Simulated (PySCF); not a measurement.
# What a mistake does to a calculation on AlB2ClH3

All numbers below are calculated, not measured. They come from PySCF 2.14.0, an open-source quantum chemistry program, on an isolated molecule that a program drew, which may never have been made. The molecule is AlB2ClH3 (charge 0, doublet), drawn as the SMILES string `[BH][AlH][BH]Cl`.

Each row is a Hartree-Fock (HF) and frozen-core CCSD(T) single point in the cc-pV(D+d)Z basis, meant for a local HF minimum. Run 1 is clean. Each other run has one planted mistake out of seven kinds, and not every kind appears here: one electron removed, one electron added, multiplicity raised by two, geometry at a saddle point, minimal basis STO-3G, one bond length entered in bohr, all coordinates scaled. The reference is restricted for singlets and unrestricted otherwise, and also for a bond in bohr. Adding or removing an electron swaps singlet and doublet. Electrons count all cores. HOMO and LUMO are orbital energies over both spins, the gradient is its largest component, and the lowest frequency (negative if imaginary) is given only where the gradient is small. Bond lengths are over the 6 bonds as drawn. T1 is the CCSD diagnostic: over 0.02 (restricted) or 0.045 (unrestricted) a single reference is doubtful.

Geometry of the clean run:
```xyz
7
AlB2ClH3, angstrom
B    -0.7104   -2.0792    0.2230
Al    0.1415   -0.4259    1.1028
B     1.7992   -0.6290    2.4698
Cl    1.4732   -0.7924    4.2135
H    -1.2088   -3.0388   -0.2736
H    -0.4597    0.9956    0.7431
H     2.9673   -0.6389    2.2021
```

| run | electrons | basis functions | <S^2> | HOMO (eV) | LUMO (eV) | gradient (hartree/bohr) | lowest frequency (cm^-1) | mean bond (Å) | longest bond (Å) | T1 | HF (hartree) | CCSD(T) (hartree) | mistake |
|---|---|---|---|---|---|---|---|---|---|---|---|---|---|
| 1 | 43 | 89 | 0.759 | -8.31 | 0.71 | 5.8e-05 | 32 | 1.6617 | 2.158 | 0.0178 | -752.47290 | -752.87449 | no fault |
| 2 | 43 | 89 | 3.782 | -8.54 | -1.28 | 1.5e-02 | - | 1.6617 | 2.158 | 0.0375 | -752.37785 | -752.76908 | multiplicity raised by two |
| 3 | 43 | 31 | 0.766 | -5.93 | 6.23 | 4.0e-02 | - | 1.6617 | 2.158 | 0.0160 | -743.98654 | -744.11442 | minimal basis STO-3G |
| 4 | 44 | 89 | 0.000 | -0.63 | 5.71 | 2.9e-02 | - | 1.6617 | 2.158 | 0.0201 | -752.45992 | -752.90346 | ? |
| 5 | 42 | 89 | 0.000 | -14.49 | -6.39 | 4.7e-02 | - | 1.6617 | 2.158 | 0.0232 | -752.20472 | -752.59593 | ? |

**Which mistake was planted in run 4, and what did it cost?**

It counts 44 electrons, one more than the clean run, at the same geometry and basis. So the mistake is: one electron added. Subtracting run 1 and multiplying by 627.51 kcal/mol a hartree, the energy moved by 8.1 kcal/mol in HF and -18.2 kcal/mol in CCSD(T).

**Which mistake was planted in run 5, and what did it cost?**

It counts 42 electrons, one fewer than the clean run, at the same geometry and basis. So the mistake is: one electron removed. Subtracting run 1 and multiplying by 627.51 kcal/mol a hartree, the energy moved by 168.3 kcal/mol in HF and 174.8 kcal/mol in CCSD(T).

Cautions from the logs. Run 4: T1 is over the limit, so its CCSD(T) energy is less reliable; run 5: T1 is over the limit, so its CCSD(T) energy is less reliable.
